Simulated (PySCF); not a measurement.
Molecule: C3H10O3Si, charge 1, multiplicity 2. SMILES of the parent species: CC(C)[Si](O)(O)O
Coordinates optimised at B3LYP-D3(BJ)/def2-TZVP (Ansatz):
```xyz
17

C     -1.1818     1.6747    -0.8738
C     -1.3239     0.3274    -0.2585
C     -1.8114    -0.8110    -1.0865
Si     0.6950    -0.1976     0.3998
O      1.5174    -0.2022    -0.9697
O      1.0528     1.0835     1.2803
O      0.4357    -1.5380     1.2347
H     -0.7193     1.6419    -1.8597
H     -0.6658     2.3899    -0.2363
H     -2.2061     2.0625    -1.0129
H     -1.6536     0.3156     0.7859
H     -2.8868    -0.6414    -1.2598
H     -1.3447    -0.8471    -2.0712
H     -1.7343    -1.7747    -0.5856
H      1.5069    -0.8926    -1.6392
H      1.1307     1.0518     2.2405
H      0.6974    -2.4317     0.9919
```
Charge +1, spin multiplicity 2.

Dispersion corrections to the total energy (kcal/mol) from the dftd3 and dftd4 libraries through PySCF: D3(BJ) without and D4 with the three-body term, each with the damping fitted for the functional named.

| functional | D3(BJ) | D4 |
|---|---|---|
| TPSS | -11.68 | -11.78 |
| CAM-B3LYP | -7.39 | ? |
| BLYP | ? | -18.98 |
| r2SCAN | -2.77 | -2.29 |
| B3LYP | ? | -13.92 |
| PW6B95 | -4.76 | -7.33 |
| BP86 | -14.68 | -11.77 |

Question: Fill in the missing entries.

Answer: 
- CAM-B3LYP, D4: -7.52
- BLYP, D3(BJ): -19.26
- B3LYP, D3(BJ): -15.78
